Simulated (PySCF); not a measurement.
C₄H₄N, SMILES c1[nH]cc[c]1, multiplicity 2. Geometry: PBE0-D3(BJ)/def2-SVP. The isomer is the one that the SMILES or the coordinates give; other isomers of the formula were not compared.

Computed equilibrium geometry at PBE0-D3(BJ)/def2-SVP (PySCF confirms it by a frequency run) as Cartesian coordinates in Å, and its point group:
point group Cs.
```xyz
9

C      1.2432     0.0688     0.0000
C      0.5175    -1.0931     0.0000
N     -0.7994    -0.7006     0.0000
C     -0.8890     0.6617     0.0000
C      0.3916     1.1900     0.0000
H      0.8086    -2.1402     0.0000
H     -1.5907    -1.3293     0.0000
H     -1.8549     1.1636     0.0000
H      0.6536     2.2456     0.0000
```
Charge 0, spin multiplicity 2.
